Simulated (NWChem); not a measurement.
System meant: InHF$_{2}$; SMILES [F][InH][F]

Input file for NWChem:

```
start job
memory heap 200 mb stack 900 mb global 1100 mb
geometry units angstroms noautoz
  In     0.000000     0.000000    -0.286083
  H      0.000000     0.000000    -1.979132
  F     -1.576547     0.000000     0.859879
  F      1.576547     0.000000     0.859879
end
basis spherical
  * library def2-svp
end
dft
  xc xpbe96 cpbe96
  iterations 150
  mulliken
end
task dft energy
```

End of the output:

```
             Grid Information
             ----------------
          Grid used for XC integration:  medium
          Radial quadrature: Mura-Knowles
          Angular quadrature: Lebedev.
          Tag              B.-S. Rad. Rad. Pts. Rad. Cut. Ang. Pts.
          ---              ---------- --------- --------- ---------
          In                  1.55      123           8.0       590
          H                   0.35       45           8.0       434
          F                   0.50       49           9.0       434
          Grid pruning is: on
          Number of quadrature shells:   217
          Spatial weights used:  Erf1

          Convergence Information
          -----------------------
          Convergence aids based upon iterative change in
          total energy or number of iterations.
          Levelshifting, if invoked, occurs when the
          HOMO/LUMO gap drops below (HL_TOL):  1.00D-02
          DIIS, if invoked, will attempt to extrapolate
          using up to (NFOCK): 10 stored Fock matrices.

                    Damping( 0%)  Levelshifting(0.5)       DIIS
                  --------------- ------------------- ---------------
          dE  on:    start            ASAP                start
          dE off:    2 iters        150 iters           150 iters

      Screening Tolerance Information
      -------------------------------
          Density screening/tol_rho:  1.00D-10
          AO Gaussian exp screening on grid/accAOfunc:  14
          CD Gaussian exp screening on grid/accCDfunc:  20
          XC Gaussian exp screening on grid/accXCfunc:  20
          Schwarz screening/accCoul:  1.00D-08

      Superposition of Atomic Density Guess
      -------------------------------------

      charge =      49.0 In (Indium)

      symmetry species            s     p     d     f
      number of basis functions =10     7     6
      number of cont. functions = 4     4     2
      number of closed shells   = 5     3     2
      number of open shells     = 0     1     0
      open shell occupation     = 0     1     0
 ------------------------------------------------------------------------
 atomscf:atomd: error in atom scf                   0
 ------------------------------------------------------------------------
 ------------------------------------------------------------------------
  current input line :
    17: task dft energy
 ------------------------------------------------------------------------
 ------------------------------------------------------------------------
 This error has not yet been assigned to a category
 ------------------------------------------------------------------------
 For more information see the NWChem manual at https://nwchemgit.github.io

0:atomscf:atomd: error in atom scf:Received an Error in Communication
```

Problem. Find the fault in this run and fix the input.

Solution. The run crashed. Cause: the def2 basis of a heavy element holds valence functions alone and wants its effective core potential (without it all electrons must fit into that basis). This input runs:
```
start job
memory heap 200 mb stack 900 mb global 1100 mb
geometry units angstroms noautoz
  In     0.000000     0.000000    -0.286083
  H      0.000000     0.000000    -1.979132
  F     -1.576547     0.000000     0.859879
  F      1.576547     0.000000     0.859879
end
basis spherical
  * library def2-svp
end
ecp
  In library def2-ecp
end
dft
  xc xpbe96 cpbe96
  iterations 150
  mulliken
end
task dft energy
```
It converges to -390.10290 Ha (PBE/def2-SVP with def2 effective core potentials on In).
